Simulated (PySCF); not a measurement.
Species: BH7N2Si2.
SMILES: `BN1[SiH2]N[SiH2]1`

Computed with PySCF 2.14.0, PBE0-D3(BJ)/def2-SVP geometry optimisation, gas phase.

Masses are those of the commonest isotopes; rigid-rotor values at the optimised geometry. 

(1) What are A, B and C (MHz)?

(2) What kind of rotor is it?

(3) What does the inertial defect say?

(4) Give the other two planar moments, Paa and Pbb, and the rms extents of the mass along the axes.

(5) List the rotational levels J(Ka,Kc) to J = 2 (cm⁻¹).

(6) Which lines would a microwave search look for?

(7) Estimate the classical rotational partition function at 50 K, 200 K and 298.15 K.

## Answers

(1) Ia = 118.73, Ib = 137.78, Ic = 244.68 u·Å²; 505379 MHz·u·Å²/I gives A = 4257, B = 3668, C = 2066 MHz.

(2) An asymmetric top. Ray's parameter κ = (2B − A − C)/(A − C) = 0.463; −1 is the prolate and +1 the oblate limit.

(3) Not planar: Δ = Ic − Ia − Ib = -11.83 u·Å². For a rigid frame Δ = −2 Σ m c², so Σ m c² = 5.92 u·Å² lies off the ab plane, practically all of it from hydrogen. The atom farthest from that plane is 1.22 Å away.

(4) Paa = Σ m a² = (Ib + Ic − Ia)/2 = 131.86 and Pbb = Σ m b² = (Ia + Ic − Ib)/2 = 112.81 u·Å². With the mass M = 102.02 u, the rms extents √(P/M) along a, b and c are 1.14, 1.05, 0.24 Å.

(5) Above 0(0,0):
J = 1: 1(0,1) 0.1913, 1(1,1) 0.2109, 1(1,0) 0.2643
J = 2: 2(0,2) 0.5354, 2(1,2) 0.5399, 2(1,1) 0.7003, 2(2,1) 0.7592, 2(2,0) 0.7975
The levels of one J sum to (2J + 1)J(J + 1)(A + B + C)/3.

(6) The dipole components are |μa| = 2.65 D, |μb| = 0.00 D, |μc| = 0.00 D; the symmetry axis of this C2v structure is a, so μb and μc vanish by symmetry and there are no b-type or c-type lines. Some lines, for components of 0.1 D or more:

| type | branch | J(Ka,Kc) | MHz | lower level (cm⁻¹) |
| --- | --- | --- | --- | --- |
| a | Q | 4(4,0) ← 4(4,1) | 351 | 2.688 |
| a | Q | 3(3,0) ← 3(3,1) | 687 | 1.584 |
| a | Q | 2(2,0) ← 2(2,1) | 1149 | 0.759 |
| a | Q | 1(1,0) ← 1(1,1) | 1603 | 0.211 |
| a | Q | 4(3,1) ← 4(3,2) | 3073 | 2.394 |
| a | Q | 3(2,1) ← 3(2,2) | 4021 | 1.333 |
| a | Q | 2(1,1) ← 2(1,2) | 4808 | 0.540 |
| a | R | 1(0,1) ← 0(0,0) | 5734 | 0.000 |
| a | Q | 4(2,2) ← 4(2,3) | 8196 | 2.064 |
| a | Q | 3(1,2) ← 3(1,3) | 8928 | 1.014 |
| a | R | 2(1,2) ← 1(1,1) | 9865 | 0.211 |
| a | R | 2(0,2) ← 1(0,1) | 10319 | 0.191 |
| a | Q | 4(1,3) ← 4(1,4) | 12953 | 1.628 |
| a | R | 2(1,1) ← 1(1,0) | 13070 | 0.264 |
| a | R | 3(1,3) ← 2(1,2) | 14214 | 0.540 |
| a | R | 3(0,3) ← 2(0,2) | 14328 | 0.535 |
| a | R | 3(2,2) ← 2(2,1) | 17201 | 0.759 |
| a | R | 3(1,2) ← 2(1,1) | 18334 | 0.700 |
| a | R | 4(1,4) ← 3(1,3) | 18391 | 1.014 |
| a | R | 4(0,4) ← 3(0,3) | 18409 | 1.013 |
| a | R | 3(2,1) ← 2(2,0) | 20073 | 0.798 |
| a | R | 4(2,3) ← 3(2,2) | 21918 | 1.333 |
| a | R | 4(3,2) ← 3(3,1) | 24272 | 1.584 |
| a | R | 4(2,2) ← 3(2,1) | 26093 | 1.467 |
| a | R | 4(3,1) ← 3(3,0) | 26658 | 1.607 |

(7) Point group C2v, symmetry number σ = 2; q = (√π/σ)·√((kT/h)³/(ABC)), k/h = 20836.6 MHz/K: 5250 at 50 K, 42000 at 200 K, 76400 at 298.15 K.

Not checked by PBE0-D3(BJ)/def2-SVP frequencies. No vibrational averaging or centrifugal distortion is included, and the geometry carries the error of its method. Quadrupole hyperfine structure (11B, 14N) is left out.

Hardware: one thread, Arm Neoverse V1 (aarch64) (shared host). Cost: 31 s wall, 0.50 GiB resident at most. That covers the optimisation of the geometry.
